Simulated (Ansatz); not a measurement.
Wavefunction ladder for H₄OPSb (`O[PH][SbH2]`)

Cartesian coordinates in Å:
```
O -0.4401 1.2598 1.0248
P 0.8966 0.3009 0.9742
Sb 0.3397 -1.5161 -0.7139
H -0.8452 1.4219 0.1675
H 1.6881 0.9804 -0.0063
H -1.0170 -1.9998 0.2031
H -0.6220 -0.4472 -1.6495
```

Charge 0, multiplicity 1. Correlated methods include outer-core shells of Sb, which these sets cover unevenly. Sb takes the def2 core potential. All single points use the PBE0-D4/def2-TZVP geometry. It is one conformer, not always the lowest. Frozen core, restricted reference, Ansatz.

| basis | HF (Eh) | MP2 corr. | CCSD corr. | (T) | CCSD(T) total |
| --- | --- | --- | --- | --- | --- |
| def2-SVP | -656.99990 | -0.42758 | -0.46914 | -0.01303 | -657.48207 |
| def2-TZVPP | -657.23546 | -0.75204 | -0.77229 | -0.02757 | -658.03532 |
| def2-QZVPP | -657.25131 | -1.02429 | – | – | – |
